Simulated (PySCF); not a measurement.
BH, SMILES [BH] (connectivity only; charge and spin as stated), neutral, multiplicity 1. Geometry optimised at r2SCAN-D4/def2-TZVPD.

TDA-CAM-B3LYP/def2-TZVPD (PySCF) puts the lowest singlet excitations at 2.80, 2.80, 6.11, 8.51, 8.80, 8.82 eV and the lowest triplet (TDA) at 0.99 eV.

**Question.** What are the lowest singlet roots from EOM-CCSD/aug-cc-pVDZ in PySCF? (An estimate is asked for; the answer gives what the named calculation found.)

**Answer.** 2.97, 2.97, 6.50, 7.43, 7.62, 7.62 eV; triplets 1.32, 1.32, 5.58 eV. S1 differs by 0.17 eV (second minus first; roots are paired by order, and the bases may differ).
